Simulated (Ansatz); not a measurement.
Cartesian coordinates in Å:
```
C -0.2362 0.1322 -0.7708
In 1.1614 0.3968 0.9253
Cl 0.4416 -0.7703 2.8741
H -1.2017 0.5030 -0.4261
H 0.1153 0.6788 -1.6422
H -0.2805 -0.9405 -0.9603
```

The species carries charge 0 and has multiplicity 2. In: def2 effective core potential.

Q: List the PBE/def2-TZVPP orbital energies in eV (the Gaussian-basis code of Ansatz). (Estimate.)

A: Ansatz gave: α occupied: -2737.94, -269.34, -248.48, -189.15, -189.04, -189.02, -122.08, -79.77, -79.60, -79.52, -19.68, -19.10, -18.90, -18.84, -18.79, -18.22, -17.07, -10.31, -10.28, -9.89, -7.56, -7.09, -7.01, -4.98. α empty: -2.38, -0.55, -0.29, 1.25, 1.35, 1.64, 2.32, 2.38. β occupied: -2737.92, -269.20, -248.46, -189.11, -189.02, -189.00, -122.05, -79.74, -79.56, -79.50, -19.59, -18.95, -18.81, -18.77, -18.69, -18.12, -16.83, -10.20, -10.17, -9.58, -7.21, -7.05, -6.88. β empty: -4.06, -2.03, -0.26, -0.03, 1.53, 1.59, 1.82, 2.49. ⟨S²⟩ = 0.753.
